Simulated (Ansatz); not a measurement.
`[Cl][GeH]` + `[SiH3]N[SiH3]` → `[SiH3][N]([SiH3])[GeH]` + HCl  (ligand exchange at a Ge–Cl bond)

Calculated with Ansatz (gas phase, PBE0-D4/def2-TZVP geometries, no zero-point term in ΔE). CCSD(T)/CBS adds triple-zeta CCSD(T) − MP2 to the extrapolated MP2 energy (def2 sets, frozen cores). This one scheme is used for every species. Functionals use def2-TZVPP. B3LYP here is the variant with VWN-RPA as its local correlation; programs differ in this. HSE06 is defined as in plane-wave codes. For Ge outer-core shells are correlated without core-valence functions, which leaves a few kJ/mol of doubt a bond. Scalar relativity is left out up to krypton.

```json
{"level": "r2SCAN0-D4", "ΔE (kcal/mol)": "10.4"}
{"level": "ωB97X-V", "ΔE (kcal/mol)": "10.3"}
{"level": "B2PLYP", "ΔE (kcal/mol)": "10.5"}
{"level": "B3LYP", "ΔE (kcal/mol)": "13.5"}
{"level": "HSE06", "ΔE (kcal/mol)": "11.8"}
{"level": "CCSD/def2-SVP", "ΔE (kcal/mol)": "7.1"}
{"level": "CCSD(T)/def2-SVP", "ΔE (kcal/mol)": "5.9"}
{"level": "HF/def2-QZVPP", "ΔE (kcal/mol)": "15.6"}
```

Task: What does CCSD(T)/CBS give? (Estimate.)

Result: Computed: +7.7 kcal/mol. The listed levels differ from it by 2.7, 2.6, 2.8, 5.8, 4.1, -0.6, -1.8, 7.9 kcal/mol.

Largest T1 diagnostic among the species: 0.014.

Leaving LDA and LC-ωPBE aside and taking each functional with its dispersion term where it has one, the values, not all of them listed here, spread over 2.4 kcal/mol, from revPBE-D4 to B97M-V. LDA lies −3.5 kcal/mol from PBE without D4. The D4 term adds −3.3 kcal/mol with B3LYP and −1.8 kcal/mol with PBE0; it sums over pairs of atoms, weighted by their polarisabilities, and B3LYP, whose exchange is more repulsive, gets the larger term. In def2-TZVPP, CCSD(T) changes the Hartree–Fock value by −8.7 kcal/mol (the triples alone add −1.3 kcal/mol) and MP2 by −9.6 kcal/mol.
